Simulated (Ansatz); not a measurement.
```yaml
crystal:
  periodic: [false, false, false]
  atoms:
    - {symbol: O, position_ang: [-0.649801, 1.054808, -0.785309]}
    - {symbol: Si, position_ang: [0.268249, 0.303393, 0.349024]}
    - {symbol: O, position_ang: [1.670166, -0.083003, -0.386045]}
    - {symbol: S, position_ang: [-0.807746, -1.342900, 1.184753]}
    - {symbol: H, position_ang: [-1.591248, 1.101813, -0.610442]}
    - {symbol: H, position_ang: [0.608759, 1.144187, 1.513201]}
    - {symbol: H, position_ang: [1.635566, -0.308219, -1.317319]}
    - {symbol: H, position_ang: [-1.041747, -1.927276, -0.003562]}
basis:
  gaussian: {orbitals: pcseg-2, fitting: {mean_field: cc-pVTZ-jkfit}}
magnetization: {spin_polarized: true, initial_magnetization: 0}
hamiltonian: {xc: {name: B2PLYP}}
scf: {lower_state_search: off}
```

```sh
$ ansatz run in.yaml --threads 2 --pin off --events-out ev --progress --plain --max-ram 4352MiB
```

Output, abridged:

```
Functional definition: B2PLYP
520 factors; integrals over basis functions are off by at most 9.1e-1 eV
mean field evaluation 1: about -22856.0969 eV, gradient 4.4e1 eV
mean field evaluation 2: about -22856.0965 eV, gradient 4.4e1 eV
mean field evaluation 4: about -22862.3412 eV, gradient 2.7e0 eV
mean field evaluation 8: about -22862.3742 eV, gradient 9.5e-2 eV
mean field evaluation 16: about -22862.3742 eV, gradient 3.7e-6 eV
mean field -22862.37419783 eV, -840.1767550964 hartree, gradient 3.7e-6 eV, S^2 0.000000; 0 other end points of the search recorded, 0 dependent functions left out
12 core orbitals not correlated: weight in the atoms' cores, before any rotation towards them, 1.000 or more for the frozen orbitals, at most 0.000 for the correlated occupied ones
reference -22862.37436377 eV, -840.1767611946 hartree; 13, 13 occupied and 159, 159 virtual orbitals, 520 factors
second order -24.96035886 eV of doubles, -0.00000000 eV of singles
Total energy: -22869.11366066 eV, -840.4244257873 hartree
Checks for a lower state left out: stability, starts, cluster_reference, orbital_swaps, neighbouring_geometries, increment
```

It took 3.3 s on 2 threads of an Arm Neoverse V1 on a shared host, with 0.26 GiB of host memory at the peak.
